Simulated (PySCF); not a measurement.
# Radial density of Bi⁺ (bismuth, charge +1)

TPSS, [Xe] 4f14 5d10 6s2 6p1 7s1, high-spin 3P determinant (an excited configuration). Computed with PySCF 2.14 in x2c-TZVPPall with one added diffuse shell each of s, p, d, f type (12s8p7d4f, 99 functions), with scalar relativity by spin-free X2C-1e.

```
r (bohr)  4πr²ρ (e/bohr)  4πr²(ρα − ρβ)
  0.0127           115.4         0.0033
  0.0213           102.7         0.0080
  0.0359           141.0         0.0128
  0.0604           147.2        -0.0003
   0.102           129.4         0.0126
   0.171           127.6         0.0059
   0.287           91.24         0.0408
   0.483           65.89         0.0047
   0.813           26.89         0.0820
    1.37           11.33         0.1132
    2.30           2.421         0.5177
    3.87          0.4143         0.3396
    6.51          0.1678         0.1675
    10.9        0.001628         0.0016
```

Densities and radii are taken from the X2C orbitals without a picture-change correction, which distorts them close to the nucleus.

Spin-orbit coupling, absent here, splits the open shell strongly. The outer electron is Rydberg-like, and this basis confines it to a smaller radius and binds it less than a complete one would.
